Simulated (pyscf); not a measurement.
Structures and frequencies: ωB97X-D3(BJ)/def2-SVP in PySCF.

### Question
For the elementary gas-phase step C₅H₈ (SMILES CC1=CCC1) -> H₂C=CH–C(=CH₂)–CH₃ (SMILES C=CC(=C)C) (singlet surface; C–C broken, none formed), what barrier and reaction energy does ωB97M-D3(BJ)/def2-TZVP give, measured from the reactant's lowest minimum found?

### Answer
ΔE‡ = 158.7 kJ/mol, ΔE = -36.9 kJ/mol. Zero-point energy shifts the barrier by -8.1 kJ/mol. It is a ring opening, with an imaginary mode of 763i cm⁻¹. On the product side the descent ends in a point that may be a rotor saddle (no frequency run), 10.9 kJ/mol over the lowest minimum found and 187.3 kJ/mol under the saddle at ωB97X-D3(BJ)/def2-TZVP. At ωB97X-D3(BJ)/def2-TZVP the barrier from the zero used here is 169.3 kJ/mol. cyclic C₅H₈ (SMILES CC1=CCC1) lies 87.0 kJ/mol over its isomer cyclic C₅H₈ (SMILES C1=CCCC1) (electronic energy, ωB97M-D3(BJ)/def2-TZVP). H₂C=CH–C(=CH₂)–CH₃ lies 50.1 kJ/mol over its isomer cyclic C₅H₈ (SMILES C1=CCCC1) (electronic energy, ωB97M-D3(BJ)/def2-TZVP). One saddle was located; it need not be the lowest between these sides.
